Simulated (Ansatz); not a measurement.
Basis-set extrapolation for `F/C=C(\[SiH3])SS` (PBE0-D4/def2-TZVP geometry, frozen core, Ansatz). Multiplicity 1, RHF reference.

|  | def2-TZVPP | def2-QZVPP |
| --- | --- | --- |
| HF | -1262.156964 | -1262.196268 |
| MP2 correlation | -1.039024 | -1.125135 |
| CCSD(T) correlation | -1.146579 | not run |

Energies in hartree. Use E(X) = E(∞) + A·exp(−7.88·√X) for Hartree–Fock and E(X) = E(∞) + B·X^(−2.97) for correlation, with X = 3 and 4, and add CCSD(T) minus MP2 of the smaller set to the MP2 limit.

**Question.** What is the CCSD(T) energy at the basis-set limit?

**Answer.** HF limit: -1262.196268 + (-0.039304) × 0.13774 = -1262.20168. MP2 limit: -1.125135 + (-0.086111) × 0.74074 = -1.18892. Higher-order term: -1.146579 − (-1.039024) = -0.10756. Total: -1263.49816 hartree, 511.0 kJ/mol below CCSD(T)/def2-TZVPP.
